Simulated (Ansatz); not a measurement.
Coupled-cluster run, C2H8BN.

```yaml
crystal:
  periodic: [false, false, false]
  atoms:
    - {symbol: B, position_ang: [-1.427201, 1.341241, -0.043449]}
    - {symbol: C, position_ang: [-0.329973, 0.322647, -0.432725]}
    - {symbol: N, position_ang: [0.381116, -0.359722, 0.411679]}
    - {symbol: C, position_ang: [1.413787, -1.326735, 0.115866]}
    - {symbol: H, position_ang: [-1.117802, 2.387952, -0.595342]}
    - {symbol: H, position_ang: [-1.536458, 1.427707, 1.166804]}
    - {symbol: H, position_ang: [-0.077908, 0.104263, -1.474276]}
    - {symbol: H, position_ang: [-2.441129, 0.956424, -0.610238]}
    - {symbol: H, position_ang: [0.174351, -0.182462, 1.388277]}
    - {symbol: H, position_ang: [1.523855, -1.409364, -0.964348]}
    - {symbol: H, position_ang: [1.148605, -2.304639, 0.523131]}
    - {symbol: H, position_ang: [2.365857, -1.012412, 0.548519]}
basis:
  gaussian: {orbitals: def2-SVP}
correlation: {method: ccsd_t}
```

```sh
$ ansatz run in.yaml --threads 2 --pin off --events-out ev --progress --plain --max-ram 4352MiB
```

The program prints (abridged):

```
Functional definition: HF
  name "HF"
  cite "Fock, Z. Phys. 61, 126 (1930) doi:10.1007/BF01340294"
  parent pbe
  exchange = exact_x
  correlation = 0
991 factors; integrals over basis functions are off by at most 1.3e-3 eV
mean field evaluation 1: about -4334.0078 eV, gradient 2.6e1 eV
mean field evaluation 2: about -4334.0118 eV, gradient 2.6e1 eV
mean field evaluation 4: about -4336.3744 eV, gradient 2.7e0 eV
mean field evaluation 8: about -4336.4048 eV, gradient 7.4e-4 eV
mean field -4336.40477486 eV, -159.3599361552 hartree, gradient 2.9e-6 eV, S^2 0.000000; 0 other end points of the search recorded, 0 dependent functions left out
4 core orbitals not correlated: weight in the atoms' cores, before any rotation towards them, 1.000 or more for the frozen orbitals, at most 0.000 for the correlated occupied ones
reference -4336.40477486 eV, -159.3599361552 hartree; 12, 12 occupied and 80, 80 virtual orbitals, 991 factors
second order -14.96899264 eV of doubles, -0.00000000 eV of singles
cycle   1  -15.91849731 eV  change   -9.5e-1 eV  update   9.6e-2
cycle   2  -16.39198237 eV  change   -4.7e-1 eV  update   2.9e-2
cycle   3  -16.49398417 eV  change   -1.0e-1 eV  update   1.6e-2
cycle   4  -16.48837316 eV  change    5.6e-3 eV  update   5.3e-3
cycle   5  -16.48723962 eV  change    1.1e-3 eV  update   1.9e-3
cycle   6  -16.48675491 eV  change    4.8e-4 eV  update   5.2e-4
cycle   7  -16.48650216 eV  change    2.5e-4 eV  update   1.5e-4
cycle   8  -16.48649544 eV  change    6.7e-6 eV  update   4.4e-5
cycle   9  -16.48649096 eV  change    4.5e-6 eV  update   1.5e-5
perturbative correction -0.51253736 eV, -0.0188354004 hartree
Total energy: -4353.40380317 eV, -159.9846389235 hartree
```

It took 5.5 s on 2 threads of an Arm Neoverse V1 on a shared host, with 0.4 GiB of host memory at the peak.

The correlation energy is -16.999 eV, 3.0 % of it from (T); the T1 diagnostic reads 0.0151.
